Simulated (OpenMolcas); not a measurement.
# Ionisation energies of scandium

```yaml
Program: OpenMolcas 26.06
Basis: ANO-R3 [7s5p5d3f2g]
Scalar_Hamiltonian: X2C, finite nucleus
Spin-orbit_coupling: state interaction with AMFI integrals over the reference wave functions, term energies averaged over their components
```

Active shells in each charge state: the valence d, s shells, with orbitals averaged over the low states. Where CASPT2's correlated closed shells are named, they are those of the first ion.

A. CASSCF
B. SS-CASPT2, IPEA 0.25 Eh, imaginary shift 0.1 Eh (closed shells correlated: 3s 3p)
C. SS-CASPT2, IPEA 0.25 Eh, imaginary shift 0.1 Eh (closed shells correlated: 2s 2p 3s 3p)
D. SS-CASPT2, IPEA 0 Eh, imaginary shift 0.1 Eh (closed shells correlated: 3s 3p)

Energies in eV between the lowest computed levels, named as in B; reference values from the NIST Atomic Spectra Database with their kind.

| From | To | A | B | C | D | Spin-orbit share in B | Reference |
| --- | --- | --- | --- | --- | --- | --- | --- |
| Sc 3d 4s² ²D_3/2 | Sc+ 3d 4s ³D₁ | 5.213 | 6.182 | 6.182 | 6.278 | -0.002 | 6.561 (measured) |
| Sc+ 3d 4s ³D₁ | Sc2+ 3d ²D_3/2 | 11.964 | 12.753 | 12.752 | 12.817 | -0.004 | 12.800 (measured) |

Error against the reference values, in %:

| From | Reference | A | B | C | D |
| --- | --- | --- | --- | --- | --- |
| Sc | measured | -20.5 | -5.8 | -5.8 | -4.3 |
| Sc+ | measured | -6.5 | -0.4 | -0.4 | +0.1 |

Mean absolute error over the 2 measured values: A 1.09 eV, B 0.21 eV, C 0.21 eV, D 0.15 eV. D lies closest.

The lowest level within the active space need not be the ion's true ground level.
